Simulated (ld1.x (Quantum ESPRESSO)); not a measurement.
**BP86 TM dataset for aluminium (Al), scalar-relativistic all-electron reference.**

Input for ld1.x (Quantum ESPRESSO) 7.5:

```
&input
   title='Al', zed=13., rel=1, dft='BP', iswitch=3,
   config='[Ne] 3s2 3p1',
   nld=2, rlderiv=1.00, eminld=-10.0, emaxld=5.0, deld=0.04
 /
 &inputp
   pseudotype=2, tm=.true., lloc=1,
   nlcc=.true., new_core_ps=.true., rcore=0.45,
   file_pseudopw='Al.UPF', file_wfcaegen='ae.wfc', file_wfcncgen='nc.wfc', file_beta='beta', file_chi='chi'
 /
2
2S  1  0   2.00   0.00  0.90  0.90  0.0
2P  2  1   6.00   0.00  0.60  0.60  0.0
 &test
   configts(1)='2s2 2p6 3s2 3p1'
 /
```

Command:

```bash
ld1.x < Al.in > Al.out
```

Output (shortened: banner, matrices, multipoles, cross overlaps and the repeated all-electron block are left out):

```
Program LD1 v.7.5
     --------------------------- All-electron run ----------------------------

     Al
     scalar relativistic calculation

     atomic number is 13.00
     dft =BP   lsd =0 sic =0 latt =0  beta=0.20 tr2=1.0E-14
     Exchange-correlation= BP
                           (   1   1   1   1   0   0   0)
     mesh =1135 r(mesh) = 100.48924 a.u. xmin = -7.00 dx = 0.01250
     1 Ry =  13.60569312 eV, c = 137.03599908

     n l     nl                  e(Ry)          e(Ha)          e(eV)
     1 0     1S 1( 2.00)      -111.1433       -55.5717     -1512.1819
     2 0     2S 1( 2.00)        -7.9600        -3.9800      -108.3018
     2 1     2P 1( 6.00)        -5.1288        -2.5644       -69.7813
     3 0     3S 1( 2.00)        -0.5776        -0.2888        -7.8589
     3 1     3P 1( 1.00)        -0.2066        -0.1033        -2.8105

     final scf error:  1.2E-15 reached in  22 iterations

     Etot =    -485.686891 Ry,    -242.843446 Ha,   -6608.106793 eV

     Ekin =     486.562604 Ry,     243.281302 Ha,    6620.021474 eV
     Encl =   -1161.122836 Ry,    -580.561418 Ha,  -15797.880980 eV
     Eh   =     226.063468 Ry,     113.031734 Ha,    3075.750178 eV
     Exc  =     -37.190128 Ry,     -18.595064 Ha,    -505.997465 eV

     normalization and overlap integrals

     s(1S/1S) =  1.000000  <r> =   0.1202  <r2> =    0.0195  r(max) =   0.0779
     s(2S/2S) =  1.000000  <r> =   0.6260  <r2> =    0.4701  r(max) =   0.4954
     s(2P/2P) =  1.000000  <r> =   0.6034  <r2> =    0.4632  r(max) =   0.4264
     s(3S/3S) =  1.000000  <r> =   2.5416  <r2> =    7.5502  r(max) =   2.0856
     s(3P/3P) =  1.000000  <r> =   3.4275  <r2> =   14.1211  r(max) =   2.6447

     ------------------------ End of All-electron run ------------------------

     --------------------- Generating NC pseudopotential ---------------------

      Generating local pot.: lloc=1, matching radius rcloc =   0.6000

      Computing core charge for nlcc:

       r > 0.45 : true rho core
      Core charge pseudized with two Bessel functions
      Integrated core pseudo-charge :   3.10

      Wfc   2S  rcut= 0.891  Using Troullier-Martins method

     ------------------- End of pseudopotential generation -------------------

     Computing logarithmic derivative in   1.00383
     Computing logarithmic derivative in   1.00383
     Computing the partial wave expansion
     R is outside the sphere for l=    0 j= 0.00
       no projector for channel:   1

     ---------------------- Testing the pseudopotential ----------------------

     Al
     scalar relativistic calculation

     atomic number is 13.00   valence charge is 11.00
     dft =BP   lsd =0 sic =0 latt =0  beta=0.20 tr2=1.0E-14
     mesh =1135 r(mesh) = 100.48924 xmin = -7.00 dx = 0.01250

     n l     nl             e AE (Ry)        e PS (Ry)    De AE-PS (Ry)
     1 0     2S   1( 2.00)       -7.96003       -7.96006        0.00003
     2 1     2P   1( 6.00)       -5.12883       -5.12903        0.00020
     2 0     3S   1( 2.00)       -0.57762       -0.58345        0.00583  !
     3 1     3P   1( 1.00)       -0.20657       -0.20580       -0.00076

     eps = 5.3E-15  iter = 27

     Etot =    -485.686891 Ry,    -242.843446 Ha,   -6608.106793 eV
     Etotps =  -164.739141 Ry,     -82.369570 Ha,   -2241.390197 eV

     Ekin =     125.603503 Ry,      62.801752 Ha,    1708.922723 eV
     Encl =    -407.100604 Ry,    -203.550302 Ha,   -5538.885889 eV
     Ehrt =     120.687630 Ry,      60.343815 Ha,    1642.038863 eV
     Ecxc =     -22.381568 Ry,     -11.190784 Ha,    -304.516745 eV
     (Ecc =      -1.480888 Ry,      -0.740444 Ha,     -20.148505 eV)
     Epseu=      18.451897 Ry,       9.225949 Ha,     251.050851 eV

     ---------------------- End of pseudopotential test ----------------------
```

ld1.x takes every shell without a wave as core, so the model core holds the 3p, 3s electrons as well and exchange and correlation see them twice. This cancels in the reference configuration, but the file is broken for other ones, and its errors say nothing about a proper core correction.

Generation and configuration tests took about 2.5 s on one core of a shared server CPU.

Transferability test of the new file with ld1.x, input:

```
&input
   title='Al', zed=13., rel=1, dft='BP', iswitch=2,
   config='[Ne] 3s2 3p1'
 /
 &test
   file_pseudo='Al.UPF', nconf=8,
   configts(1)='2s2 2p6 3s2 3p1',
   configts(2)='2s2 2p6 3s2 3p0',
   configts(3)='2s2 2p6 3s1 3p0',
   configts(4)='2s2 2p6 3s0 3p0',
   configts(5)='2s2 2p5 3s2 3p1',
   configts(6)='2s2 2p6 3s1 3p1',
   configts(7)='2s2 2p6 3s1 3p2',
   configts(8)='2s2 2p6 3s2 3p0.5'
 /
```

```bash
ld1.x < Al.test.in > Al.test.out
```

Pseudopotential blocks of its output, shortened (energy terms left out):

```
     ---------------------- Testing the pseudopotential ----------------------

     n l     nl             e AE (Ry)        e PS (Ry)    De AE-PS (Ry)
     1 0     2S   1( 2.00)       -7.96003       -7.96006        0.00003
     2 1     2P   1( 6.00)       -5.12883       -5.12903        0.00020
     2 0     3S   1( 2.00)       -0.57762       -0.58345        0.00583  !
     3 1     3P   1( 1.00)       -0.20657       -0.20580       -0.00076

     eps = 1.9E-15  iter = 21

     Etot =    -485.686891 Ry,    -242.843446 Ha,   -6608.106793 eV
     Etotps =  -164.739141 Ry,     -82.369570 Ha,   -2241.390198 eV

     ---------------------- End of pseudopotential test ----------------------

          ---------------------- Testing the pseudopotential ----------------------

     n l     nl             e AE (Ry)        e PS (Ry)    De AE-PS (Ry)
     1 0     2S   1( 2.00)       -8.57349       -8.58500        0.01150  !
     2 1     2P   1( 6.00)       -5.74304       -5.75416        0.01112  !
     2 0     3S   1( 2.00)       -1.09813       -1.12680        0.02867  !
     3 1     3P   1( 0.00)       -0.67296       -0.70004        0.02707  !

     eps = 8.1E-15  iter = 17

     Etot =    -485.256164 Ry,    -242.628082 Ha,   -6602.246454 eV
     Etotps =  -164.296333 Ry,     -82.148166 Ha,   -2235.365486 eV
     dEtot_ae =       0.430727 Ry
     dEtot_ps =       0.442808 Ry,   Delta E=      -0.012081 Ry

     ---------------------- End of pseudopotential test ----------------------

          ---------------------- Testing the pseudopotential ----------------------

     n l     nl             e AE (Ry)        e PS (Ry)    De AE-PS (Ry)
     1 0     2S   1( 2.00)       -9.47648       -9.49474        0.01826  !
     2 1     2P   1( 6.00)       -6.64584       -6.66426        0.01842  !
     2 0     3S   1( 1.00)       -1.75524       -1.82627        0.07103  !
     3 1     3P   1( 0.00)       -1.27387       -1.34229        0.06842  !

     eps = 7.7E-15  iter = 20

     Etot =    -483.832731 Ry,    -241.916365 Ha,   -6582.879655 eV
     Etotps =  -162.825683 Ry,     -81.412842 Ha,   -2215.356281 eV
     dEtot_ae =       1.854160 Ry
     dEtot_ps =       1.913458 Ry,   Delta E=      -0.059297 Ry

     ---------------------- End of pseudopotential test ----------------------

          ---------------------- Testing the pseudopotential ----------------------

     n l     nl             e AE (Ry)        e PS (Ry)    De AE-PS (Ry)
     1 0     2S   1( 2.00)      -10.49308      -10.52017        0.02708  !
     2 1     2P   1( 6.00)       -7.66144       -7.69024        0.02880  !
     2 0     3S   1( 0.00)       -2.36038       -2.58554        0.22516  !
     3 1     3P   1( 0.00)       -1.82763       -2.05301        0.22538  !

     eps = 4.1E-15  iter = 22

     Etot =    -481.757479 Ry,    -240.878740 Ha,   -6554.644423 eV
     Etotps =  -160.623743 Ry,     -80.311872 Ha,   -2185.397357 eV
     dEtot_ae =       3.929412 Ry
     dEtot_ps =       4.115398 Ry,   Delta E=      -0.185986 Ry

     ---------------------- End of pseudopotential test ----------------------

          ---------------------- Testing the pseudopotential ----------------------

     n l     nl             e AE (Ry)        e PS (Ry)    De AE-PS (Ry)
     1 0     2S   1( 2.00)       -9.89804       -9.92147        0.02343  !
     2 1     2P   1( 5.00)       -7.12210       -7.12593        0.00383
     2 0     3S   1( 2.00)       -1.34769       -1.36389        0.01620  !
     3 1     3P   1( 1.00)       -0.85511       -0.85950        0.00439

     eps = 9.4E-15  iter = 17

     Etot =    -479.589817 Ry,    -239.794909 Ha,   -6525.151878 eV
     Etotps =  -158.636565 Ry,     -79.318282 Ha,   -2158.360417 eV
     dEtot_ae =       6.097074 Ry
     dEtot_ps =       6.102576 Ry,   Delta E=      -0.005503 Ry

     ---------------------- End of pseudopotential test ----------------------

          ---------------------- Testing the pseudopotential ----------------------

     n l     nl             e AE (Ry)        e PS (Ry)    De AE-PS (Ry)
     1 0     2S   1( 2.00)       -8.70150       -8.71280        0.01130  !
     2 1     2P   1( 6.00)       -5.86984       -5.88194        0.01210  !
     2 0     3S   1( 1.00)       -1.15608       -1.18610        0.03002  !
     3 1     3P   1( 1.00)       -0.72494       -0.74713        0.02219  !

     eps = 3.5E-15  iter = 18

     Etot =    -484.828096 Ry,    -242.414048 Ha,   -6596.422291 eV
     Etotps =  -163.863360 Ry,     -81.931680 Ha,   -2229.474597 eV
     dEtot_ae =       0.858795 Ry
     dEtot_ps =       0.875781 Ry,   Delta E=      -0.016985 Ry

     ---------------------- End of pseudopotential test ----------------------

          ---------------------- Testing the pseudopotential ----------------------

     n l     nl             e AE (Ry)        e PS (Ry)    De AE-PS (Ry)
     1 0     2S   1( 2.00)       -8.09429       -8.09192       -0.00237
     2 1     2P   1( 6.00)       -5.26211       -5.26087       -0.00123
     2 0     3S   1( 1.00)       -0.63827       -0.64527        0.00700  !
     3 1     3P   1( 2.00)       -0.25307       -0.24980       -0.00327

     eps = 1.0E-14  iter = 21

     Etot =    -485.308576 Ry,    -242.654288 Ha,   -6602.959556 eV
     Etotps =  -164.352320 Ry,     -82.176160 Ha,   -2236.127231 eV
     dEtot_ae =       0.378315 Ry
     dEtot_ps =       0.386821 Ry,   Delta E=      -0.008506 Ry

     ---------------------- End of pseudopotential test ----------------------

          ---------------------- Testing the pseudopotential ----------------------

     n l     nl             e AE (Ry)        e PS (Ry)    De AE-PS (Ry)
     1 0     2S   1( 2.00)       -8.24226       -8.24917        0.00691  !
     2 1     2P   1( 6.00)       -5.41136       -5.41821        0.00686  !
     2 0     3S   1( 2.00)       -0.82379       -0.83981        0.01603  !
     3 1     3P   1( 0.50)       -0.42624       -0.43778        0.01154  !

     eps = 6.5E-15  iter = 19

     Etot =    -485.530000 Ry,    -242.765000 Ha,   -6605.972181 eV
     Etotps =  -164.579669 Ry,     -82.289835 Ha,   -2239.220476 eV
     dEtot_ae =       0.156891 Ry
     dEtot_ps =       0.159472 Ry,   Delta E=      -0.002580 Ry

     ---------------------- End of pseudopotential test ----------------------
```
